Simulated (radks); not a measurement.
The numbers below are computed, except where a source is named.
Sb III, 49 electrons, occupied as [Kr] 4d10 5s2 5p1 (the NIST ground configuration).

Code: a radial shooting solver on a logarithmic mesh with Libxc functionals. Model: scalar-relativistic Kohn-Sham, LDA (Slater exchange, Perdew-Wang correlation), spin-polarised, spherical densities, finite nucleus; open shells are filled with parallel spins first (spin-orbit coupling, left out, can overturn this in heavy ions); Fermi nuclear charge, rms radius 4.6802 fm; hard spherical wall at 6 bohr.

Energy parts (eV):
| part | energy |
|---|---|
| total | -176190.464 |
| kinetic | 184220.231 |
| electron-nucleus | -425373.235 |
| Hartree | 69426.802 |
| exchange-correlation | -4464.261 |

Orbitals (lengths in bohr, moments of r in powers of bohr; r(max) is where P^2 peaks):
| orbital | occ. | eigenvalue (eV) | <r> | r(max) | <1/r> |
|---|---|---|---|---|---|
| 1s up | 1 | -30287.40 | 0.02845 | 0.01837 | 54.26 |
| 1s down | 1 | -30287.37 | 0.02845 | 0.01837 | 54.26 |
| 2s up | 1 | -4625.555 | 0.1227 | 0.1038 | 12.40 |
| 2s down | 1 | -4625.539 | 0.1227 | 0.1038 | 12.40 |
| 2p up | 3 | -4157.177 | 0.1072 | 0.08306 | 11.91 |
| 2p down | 3 | -4157.152 | 0.1072 | 0.08306 | 11.91 |
| 3s up | 1 | -921.1915 | 0.3311 | 0.3003 | 4.415 |
| 3s down | 1 | -921.1626 | 0.3311 | 0.3003 | 4.415 |
| 3p up | 3 | -768.4622 | 0.3292 | 0.2937 | 4.205 |
| 3p down | 3 | -768.4307 | 0.3292 | 0.2937 | 4.205 |
| 3d up | 5 | -534.6212 | 0.3056 | 0.2440 | 3.975 |
| 3d down | 5 | -534.5920 | 0.3056 | 0.2440 | 3.975 |
| 4s up | 1 | -166.9221 | 0.7906 | 0.7221 | 1.762 |
| 4s down | 1 | -166.8587 | 0.7905 | 0.7221 | 1.763 |
| 4p up | 3 | -120.0345 | 0.8522 | 0.7617 | 1.604 |
| 4p down | 3 | -119.9610 | 0.8518 | 0.7617 | 1.605 |
| 4d up | 5 | -51.9299 | 1.028 | 0.8464 | 1.297 |
| 4d down | 5 | -51.7847 | 1.025 | 0.8461 | 1.300 |
| 5s up | 1 | -30.0572 | 2.079 | 1.843 | 0.6217 |
| 5s down | 1 | -29.3125 | 2.074 | 1.834 | 0.6248 |
| 5p up | 1 | -20.6165 | 2.439 | 2.160 | 0.5210 |
| 5p down | 0 | -19.8187 | 2.443 | 2.152 | 0.5213 |
| 5d up | 0 | -8.8059 | 3.156 | 3.024 | 0.3938 |
| 5d down | 0 | -8.1135 | 3.182 | 3.055 | 0.3891 |
| 6s up | 0 | -6.8759 | 3.587 | 3.905 | 0.3714 |
| 6s down | 0 | -6.4228 | 3.603 | 3.922 | 0.3690 |
| 4f up | 0 | -2.2989 | 3.159 | 3.230 | 0.3729 |
| 4f down | 0 | -1.6541 | 3.183 | 3.289 | 0.3708 |

The highest occupied level is 5p up at -20.616 eV. The density falls to 0.001 e/bohr^3 at r = 3.85 bohr. The spin density at the nucleus is -1.0151 e/bohr^3 (1s -0.1051, 2s 0.0268, 3s -0.0026, 4s -0.0255, 5s -0.9087). The electron density at the nucleus is 2.143e+05 e/bohr^3 (large components only). The pressure on the wall is 0.407 GPa. Spin moment in Bohr magnetons: 1. Summed over all electrons, <r^2> = 37.39 bohr^2, which gives a Langevin (diamagnetic) susceptibility term of -29.6 x 10^-6 cm^3/mol.
